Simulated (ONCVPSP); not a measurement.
Pseudopotential generation for Br: ONCV, BLYP, non-relativistic.

```
Element                 : Br (Z = 35)
Generator               : ONCVPSP 4.0.1
Type                    : optimised norm-conserving Vanderbilt (ONCV)
Functional              : BLYP
Relativity              : non-relativistic
Frozen core             : [Ar]
Valence charge          : 17
Reference configuration : 3d10 4s2 4p5
Partial waves           : 4s: rc 1.55 bohr, ncon 3, nbas 7, qcut 4.2 1/bohr, 2 projectors, debl 3.5 Ha; 4p: rc 1.25 bohr, ncon 5, nbas 10, qcut 6.6 1/bohr, 2 projectors, debl 1.2 Ha; 3d: rc 0.75 bohr, ncon 4, nbas 9, qcut 24.4 1/bohr, 2 projectors, debl 0.9 Ha
Local potential         : polynomial inside 0.45 bohr (lpopt 5, dvloc0 2 Ha)
Core correction         : none
```

In the d channel the program set the typed energies aside and used -2.507, 0.250 Ha.

All-electron outer shells of the reference configuration (BLYP, non-relativistic, ld1.x):

| shell | level (eV) | outermost node (bohr) | outermost maximum (bohr) |
| --- | --- | --- | --- |
| 3s | -229.30 | 0.24 | 0.49 |
| 3p | -171.43 | 0.21 | 0.49 |
| 3d | -68.23 | – | 0.43 |
| 4s | -19.31 | 0.68 | 1.45 |
| 4p | -7.74 | 0.71 | 1.66 |

(1) Estimate the cutoffs (Ha) at which the residual kinetic energy of the hardest occupied pseudo-wave falls to 1 and 0.1 mHa per electron.

(2) What does a ghost test show?

(3) Which valence shell sets the plane-wave cutoff?

(4) Tests: 3d10 4s2 4p4; 3d10 4s2 4p3; 3d10 4s2 4p2; 3d10 4s2 4p1. Which has the largest error in its energy relative to the reference configuration, and how large is it?

Results:

(1) 211 Ha and 238 Ha.

(2) Ghosts flagged at negative energy: s at -629.4 eV, p at -1137.1 eV, p at -139.3 eV; GHOST(+) flagged for s at 197.9 eV. A true bound ghost makes a file unfit for plane-wave use.

(3) 3d: 211 Ha for 1 mHa per electron, against 176 Ha for 4p.

(4) 3d10 4s2 4p1, with +83 meV (all-electron minus pseudo) on +114.75 eV.
